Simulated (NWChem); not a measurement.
Polarisability of F2Zn

```
Zn
F 1 1.7300
F 1 1.7300 2 180.00
```
Charge 0, spin multiplicity 1.

All runs are NWChem calculations. All single points use one geometry, from PBE0/def2-SVP, a minimum by its harmonic frequencies.

Basis set: 6-31G*. The field's frequency is 0.0428 Ha (1065 nm). This basis has no diffuse functions, which lowers polarisabilities.

```csv
method,isotropic polarisability (bohr³),difference from CCSD linear response
PBE,18.86,+3.46
HF,11.83,-3.56
PBE0,16.34,+0.94
B3LYP,17.03,+1.63
CCSD linear response,15.40,0.00
```

The values span 7.02 bohr³, from HF (lowest) to PBE (highest). 

The correlated methods keep 11 core orbitals frozen. B3LYP has NWChem's definition, with VWN1-RPA local correlation. The Pople sets run with spherical d functions. The structure started from a generated list of species. Differences from the coupled-cluster row are differences between methods, not errors against experiment.
